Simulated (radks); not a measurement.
The table gives one normalised radial function P(r) = r R(r) (large component) of Se5+ in [Ar] 3d10 4s1 (r in bohr). Calculated with a radial shooting solver on a logarithmic mesh with Libxc functionals: Dirac Kohn-Sham, PBE, spin-unpolarised, spherical densities, finite nucleus; Fermi nuclear charge, rms radius 4.14 fm.

r,P
0.003642,0.0085
0.004705,0.0129
0.006078,0.0198
0.007851,0.0305
0.01014,0.0469
0.01321,0.0727
0.01706,0.1103
0.02204,0.1648
0.02846,0.2411
0.03677,0.3423
0.04788,0.4707
0.06185,0.6056
0.07989,0.7204
0.1032,0.7637
0.1333,0.6689
0.1736,0.3667
0.2242,-0.1246
0.2896,-0.7124
0.3741,-1.2084
0.4833,-1.4205
0.6243,-1.2827
0.8129,-0.8936
1.05,-0.4834
1.356,-0.1933
1.752,-0.0533
2.263,-0.0091
2.947,-0.0008
3.807,0.0000
4.918,0.0000

Which n and l does it have? It may be an empty orbital.

Answer. n = 3, l = 1: the number of nodes gives n - l - 1 = 1, the rise at small r points to l (for j = l - 1/2 the large component starts outside the nucleus as r^gamma with gamma = sqrt(l^2 - (Z/c)^2) = 0.97 and the r^(l+1) term takes over further out; the orbital of l - 1 with the same j starts with the same power, but with a larger coefficient, and does not steepen), and the extent must fit the shell. The curve is that of 3p1/2; the two j differ most near the nucleus, where j = l - 1/2 has the larger amplitude, and in heavy atoms j = l - 1/2 is also the more compact. 3p1/2: eigenvalue -225.78 eV, 1 radial node at r = 0.212 bohr, <r> = 0.581 bohr, 90 % of the charge inside 0.888 bohr.
